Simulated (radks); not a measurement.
The numbers below are computed, except where a source is named.
Dipole-allowed excitations along the series with 47 electrons in [Kr] 4d10 5s1. Code: a radial shooting solver on a logarithmic mesh with Libxc functionals. Model: scalar-relativistic Kohn-Sham, LB94 model potential, spin-polarised, spherical densities, finite nucleus; open shells are filled with parallel spins first (spin-orbit coupling, left out, can overturn this in heavy ions); Fermi nuclear charge, rms radius of each element as measured or else 0.836 A^(1/3) + 0.57 fm. Time-dependent linear response with the Hartree and adiabatic LDA kernel, continuum included through the Sternheimer equations, no spin-orbit coupling, so fine structure and intercombination lines are absent. Lines are the poles of the dipole polarisability below minus the highest occupied eigenvalue, found on a grid refined at the orbital gaps; the lowest seven at most are given, and weak or close lines can be missed. The first line takes the name of the lowest orbital gap if no other gap lies below it; otherwise a line is named after a gap within 0.6 % of it, if that gap stands alone.

species	-e(HOMO) (eV)	lowest orbital gap (eV)	first line (eV)	f	strongest line (eV)	its f	static alpha (bohr^3)
I6+	91.919	5s-5p 14.844	15.651 (5s-5p)	0.762	58.194 (unassigned)	0.913	3.467
Xe7+	110.62	5s-5p 16.557	17.438 (5s-5p)	0.760	98.877 (unassigned)	6.34	2.787
Cs8+	130.62	5s-5p 18.304	19.256 (5s-5p)	0.758	109.96 (5s-9p)	4.95	2.280
